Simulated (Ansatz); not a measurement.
Ansatz (a program for electronic structure) input (LC-wPBE/def2-TZVPD):

Ansatz 0.2 input:
```yaml
crystal:
  periodic: [false, false, false]
  atoms:
    - {symbol: Bi, position_ang: [-0.00000000, 0.00000000, -0.00000000]}
    - {symbol: F, position_ang: [-1.76855758, -1.28239615, 0.00432289]}
    - {symbol: F, position_ang: [-0.22619998, 2.17255446, -0.03457102]}
    - {symbol: F, position_ang: [1.99475756, -0.89015832, 0.03024813]}
basis:
  gaussian:
    orbitals: def2-TZVPD
hamiltonian:
  xc: {name: LC-wPBE}
total_charge: -1
magnetization: {spin_polarized: true, initial_magnetization: 1}
output: {forces: true}
```

Output:

```
Functional definition: LC-wPBE
integrals: 0.10 GiB planned
964 factors; their error is unknown
integrals: 0.13 GiB planned
354 factors; integrals over basis functions are off by at most 3.7e-5 eV
mean field: 1.00 GiB planned
mean field evaluation 1: about -13994.0147 eV, gradient 1.8e1 eV
mean field evaluation 2: about -13994.0279 eV, gradient 2.4e1 eV
mean field evaluation 4: about -13995.4920 eV, gradient 6.9e-1 eV
mean field evaluation 8: about -13995.4929 eV, gradient 1.2e-1 eV
mean field evaluation 16: about -13995.4930 eV, gradient 1.9e-4 eV
mean field -13995.49303657 eV, -514.3248826082 hartree, gradient 4.2e-5 eV, S^2 0.755665; 0 other end points of the search recorded, 0 dependent functions left out
the calculation of the forces begins
reference -13995.49303658 eV, -514.3248826085 hartree; 26, 25 occupied and 150, 151 virtual orbitals, 964 factors
Total energy: -13995.49303658 eV, -514.3248826085 hartree
Atom 0 at    -0.000000     0.000000    -0.000000 Å, force     0.000992     0.000719    -0.000002 eV/Å
Atom 1 at    -1.768558    -1.282396     0.004323 Å, force     0.171539     0.124385    -0.000419 eV/Å
Atom 2 at    -0.226200     2.172554    -0.034571 Å, force     0.021150    -0.210679     0.003346 eV/Å
Atom 3 at     1.994758    -0.890158     0.030248 Å, force    -0.193681     0.085575    -0.002924 eV/Å
Dipole moment:     0.000000     0.000000    -0.000000 e Å
```
